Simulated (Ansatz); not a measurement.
Total energies of `C[O][Al][OH]` radical.

Cartesian coordinates in Å:
```
C 0.366 1.501 0.129
O 0.232 0.115 0.205
Al -0.674 -1.126 -0.482
O -0.344 -2.700 0.070
H -0.310 1.952 -0.607
H 0.155 1.953 1.104
H 1.392 1.764 -0.149
H -0.816 -3.459 -0.271
```

The species carries charge 0 and has multiplicity 2. The structure was optimised at the PBE0-D4/def2-TZVP level. It is one conformer, not always the lowest. Basis def2-TZVPP, Ansatz 0.2.0.

RPA on PBE orbitals: Hartree–Fock energy of these orbitals -431.95303 Eh, correlation -1.13620 Eh (frozen core).

```tsv
functional	energy without D4 (Eh)	D4 term (kJ/mol)
LDA (SPW92)	-431.03108	–
PBE	-433.18671	-12.0
revPBE	-433.42201	-38.1
BLYP	-433.50198	-26.8
r2SCAN	-433.41566	-2.9
B97M-V	-433.42815	–
PBE0	-433.21268	-10.1
B3LYP	-433.56627	-19.5
r2SCANh	-433.40220	-3.0
r2SCAN0	-433.38300	-3.4
HSE06 (plane-wave form)	-433.19748	-9.4
BHLYP	-433.44250	-15.0
CAM-B3LYP	-433.47669	-10.2
LC-ωPBE	-433.34103	–
ωB97X-V	-433.42887	–
ωB97M-V	-433.45125	–
B2PLYP	-433.29138	–
PBE-QIDH	-433.09941	–
```

B3LYP takes the VWN-RPA correlation (the form of Gaussian; ORCA's B3LYP/G). HSE06 is the plane-wave form, built on full-range PBE exchange. The double hybrids freeze the cores in their second-order part.

LC-ωPBE has ω = 0.4 bohr⁻¹.
